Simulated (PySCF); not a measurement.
**BiCl5 at several levels of theory**

Computed with PySCF 2.14.0 (density fitting, no spin-orbit coupling) at the geometry relaxed with PBE:

```xyz
6
BiCl5 (singlet)
Bi    0.0000    0.0000   -0.0427
Cl    0.0000    0.0000    2.4108
Cl    2.4424    0.0000   -0.5665
Cl    0.0000    2.4424   -0.5665
Cl   -2.4424    0.0000   -0.5665
Cl    0.0000   -2.4424   -0.5665
```

```json
{"level": "PBE", "basis": "Bi def2-SVP with ECP60, Cl def2-SVP", "state": "singlet", "HOMO (eV)": "-7.52", "gap (eV)": "0.72", "charge on Bi1 (e)": "0.94", "dipole about the centre of mass (D)": "0.12", "largest force component (eV/Å)": "0.01"}
{"level": "r2SCAN", "basis": "the same", "state": "singlet", "HOMO (eV)": "-8.03", "gap (eV)": "0.96", "charge on Bi1 (e)": "1.10", "dipole about the centre of mass (D)": "0.14", "largest force component (eV/Å)": "0.28"}
{"level": "revPBE", "basis": "the same", "state": "singlet", "HOMO (eV)": "-7.51", "gap (eV)": "0.74", "charge on Bi1 (e)": "0.99", "dipole about the centre of mass (D)": "0.13", "largest force component (eV/Å)": "0.16"}
{"level": "TPSS", "basis": "the same", "state": "singlet", "HOMO (eV)": "-7.77", "gap (eV)": "0.84", "charge on Bi1 (e)": "1.03", "dipole about the centre of mass (D)": "0.13", "largest force component (eV/Å)": "0.04"}
{"level": "PBE", "basis": "Bi def2-TZVP with ECP60, Cl def2-TZVP", "state": "singlet", "HOMO (eV)": "-7.78", "gap (eV)": "0.81", "charge on Bi1 (e)": "1.06", "dipole about the centre of mass (D)": "0.05", "largest force component (eV/Å)": "0.43"}
{"level": "PBE", "basis": "Bi x2c-SVPall, Cl x2c-SVPall", "state": "singlet", "HOMO (eV)": "-7.50", "gap (eV)": "0.72", "charge on Bi1 (e)": "0.96", "dipole about the centre of mass (D)": "0.12", "largest force component (eV/Å)": "0.13"}
```

Charges are Mulliken's, which hang on the basis. The relaxation used the grid (50, 194), these runs (75, 302) or, all-electron (x2c bases, spin-free X2C Hamiltonian), (99, 590).

Question: What does wB97X with Bi def2-SVP with ECP60, Cl def2-SVP give here?

Answer: state singlet, HOMO (eV) -11.53, gap (eV) 6.75, charge on Bi1 (e) 1.11, dipole about the centre of mass (D) 0.12, largest force component (eV/Å) 0.76. Time: 9.9 s on 2 threads of Arm Neoverse V1, on a shared host, from an already converged density.

In the first row's basis the gap widens with exact exchange: 0.7 to 1.0 eV for PBE, revPBE, TPSS, r2SCAN (none); 6.7 eV for wB97X (rising or full at long range).

A frequency check found unstable modes (1, the lowest at -33 cm⁻¹), so the relaxed geometry is a saddle point, or these are noise. The gap of the closed shell is small, and it wasn't tested for a lower spin-broken solution at this geometry.

Small gap, closed shell not tested for a spin-broken solution: r2SCAN, revPBE, TPSS, PBE (small-core/TZVP), PBE (x2c-SVP).
